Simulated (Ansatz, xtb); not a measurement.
**Relative energy of two isomers of C3H2F4O**

We compare I, `O=C[C@H](F)C(F)(F)F`, a singlet, with II, `FC(F)(F)[C@]1(F)CO1`, a singlet. Both are isolated molecules in the gas phase, relaxed with PBE0-D3(BJ)/def2-SVP, each in the lowest conformer that the search found.

Q: Estimate E(II) − E(I) at the level CCSD(T)/def2-SVP + ΔMP2/def2-TZVPP.

A: Calculated at CCSD(T)/def2-SVP + ΔMP2/def2-TZVPP: E(II) − E(I) = +14.3 kcal/mol, so structure I lies lower.

The same difference at several levels:

```
                             level              geometry  E(II) − E(I) (kcal/mol)  departure from the last row (kcal/mol)  job, with rough time for the two
                          GFN2-xTB              GFN2-xTB                      −1.5                                   −15.8              optimisation, 0.13 s
                         HF/STO-3G              GFN2-xTB                      +2.9                                   −11.4               single point, 0.4 s
                r2SCAN-D4/def2-SVP              GFN2-xTB                     +11.3                                    −3.0               single point, 4.3 s
              PBE0-D3(BJ)/def2-SVP  PBE0-D3(BJ)/def2-SVP                     +10.2                                    −4.1                optimisation, 47 s
                       HF/def2-SVP  PBE0-D3(BJ)/def2-SVP                     +18.3                                    +4.0           part of the CCSD(T) run
                      MP2/def2-SVP  PBE0-D3(BJ)/def2-SVP                     +14.7                                    +0.4           part of the CCSD(T) run
                  CCSD(T)/def2-SVP  PBE0-D3(BJ)/def2-SVP                     +15.8                                    +1.5                      single point
CCSD(T)/def2-SVP + ΔMP2/def2-TZVPP  PBE0-D3(BJ)/def2-SVP                     +14.3                                                        single point, 81 s
```

As drawn, II has 2 C–O in place of 1 C=O. Structure I has no ring, II a 3-membered ring.

GFN2-xTB puts the two in the other order. The largest departure from CCSD(T)/def2-SVP + ΔMP2/def2-TZVPP is that of GFN2-xTB, 15.8 kcal/mol. The last row adds to CCSD(T) the change of the MP2 difference between the two basis sets, here −1.5 kcal/mol.

With thermal terms from frequencies at re-optimised GFN2-xTB minima (ideal gas, soft modes damped towards free rotors, one conformer each, 298.15 K, 1 atm): on the last row, ΔE + ΔZPE = +15.3, ΔH = +14.9, ΔG = +16.1 kcal/mol.

The correlated steps freeze 8 core orbitals. Programs: Ansatz 0.2.0, xtb 6.7.1; the last row on 2 threads of Arm Neoverse V2 on a shared host.
